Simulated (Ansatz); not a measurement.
Steps of a relaxation of C₂F₄O (`FC1(F)OC1(F)F`) with RKS PBE-D4/def2-SVP.

```sh
$ ansatz run in.yaml --threads 4 --pin off --events-out ev --progress --plain --max-ram 10444MiB
```

```yaml
crystal:
  periodic: [false, false, false]
  atoms:
    - {symbol: F, position_ang: [-0.326700, -1.231800, 1.419400]}
    - {symbol: C, position_ang: [-0.103700, -0.721200, 0.140700]}
    - {symbol: F, position_ang: [-0.705300, -1.587900, -0.773000]}
    - {symbol: O, position_ang: [1.283600, -0.197700, -0.136500]}
    - {symbol: C, position_ang: [0.107100, 0.695400, -0.168300]}
    - {symbol: F, position_ang: [0.038300, 1.695800, 0.816700]}
    - {symbol: F, position_ang: [-0.232100, 1.279500, -1.344700]}
basis:
  gaussian: {orbitals: def2-SVP}
hamiltonian: {xc: pbe, dispersion: d4}
relax: {f_tol: 0.03, max_steps: 200}
```

Positions (Å) and forces (eV/Å) along the path, 5 of 5 steps:

```xyz
7
step=1 energy=-14960.9156 eV
F    -0.327   -1.232    1.419    0.556    1.105   -2.273
C    -0.104   -0.721    0.141    0.144   -1.308    0.318
F    -0.705   -1.588   -0.773    1.403    1.522    1.432
O     1.284   -0.198   -0.137   -3.557    0.269    0.151
C     0.107    0.695   -0.168    0.633    1.211    0.859
F     0.038    1.696    0.817    0.322   -1.901   -1.487
F    -0.232    1.280   -1.345    0.499   -0.899    1.000
7
step=2 energy=-14961.3121 eV
F    -0.317   -1.201    1.393    0.162    0.557   -1.049
C    -0.126   -0.710    0.142    0.535   -1.012    0.042
F    -0.649   -1.581   -0.763    0.538    0.824    0.734
O     1.217   -0.201   -0.141   -2.085    0.206    0.156
C     0.089    0.698   -0.159    0.632    0.762    0.595
F     0.070    1.662    0.813    0.074   -0.988   -0.836
F    -0.223    1.264   -1.332    0.144   -0.349    0.357
7
step=3 energy=-14961.3854 eV
F    -0.323   -1.180    1.378    0.220   -0.135   -0.029
C    -0.103   -0.734    0.141   -0.573    1.486   -0.168
F    -0.631   -1.567   -0.756    0.222   -0.131    0.004
O     1.164   -0.202   -0.138    0.579   -0.080   -0.070
C     0.104    0.718   -0.152   -0.952   -1.254    0.352
F     0.080    1.643    0.807    0.248    0.053   -0.060
F    -0.230    1.254   -1.326    0.256    0.062   -0.029
7
step=4 energy=-14961.4311 eV
F    -0.311   -1.184    1.375    0.004    0.013   -0.002
C    -0.122   -0.715    0.141   -0.004    0.040   -0.025
F    -0.620   -1.570   -0.754    0.010    0.003   -0.001
O     1.160   -0.199   -0.138    0.013   -0.038   -0.001
C     0.080    0.704   -0.147   -0.007    0.024    0.018
F     0.090    1.640    0.804   -0.008   -0.013   -0.004
F    -0.215    1.256   -1.326   -0.007   -0.028    0.017
7
step=5 energy=-14961.4312 eV
F    -0.312   -1.182    1.375   -0.001    0.004    0.007
C    -0.122   -0.714    0.141    0.001    0.000   -0.014
F    -0.620   -1.569   -0.754    0.001    0.001   -0.003
O     1.161   -0.200   -0.138    0.009   -0.009   -0.002
C     0.081    0.704   -0.147   -0.009    0.019    0.016
F     0.090    1.640    0.804    0.001   -0.005   -0.002
F    -0.217    1.254   -1.325   -0.001   -0.009   -0.003
```

Run time 2.7 s (4 threads of an Intel Xeon 6975P-C on a shared host); peak host memory 0.15 GiB.
